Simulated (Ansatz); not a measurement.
Basis-set extrapolation for `FBOC[SiH3]` (PBE0-D4/def2-TZVP geometry, frozen core, Ansatz). Multiplicity 1, RHF reference.

|  | def2-TZVPP | def2-QZVPP |
| --- | --- | --- |
| HF | -529.489364 | -529.509754 |
| MP2 correlation | -0.879657 | -0.949712 |
| CCSD(T) correlation | -0.952901 | not run |

Energies in hartree. Use E(X) = E(∞) + A·exp(−7.88·√X) for Hartree–Fock and E(X) = E(∞) + B·X^(−2.97) for correlation, with X = 3 and 4, and add CCSD(T) minus MP2 of the smaller set to the MP2 limit.

What is the CCSD(T) energy at the basis-set limit?

HF limit: -529.509754 + (-0.020390) × 0.13774 = -529.51256. MP2 limit: -0.949712 + (-0.070055) × 0.74074 = -1.00160. Higher-order term: -0.952901 − (-0.879657) = -0.07324. Total: -530.58740 hartree, 3.95 eV below CCSD(T)/def2-TZVPP.
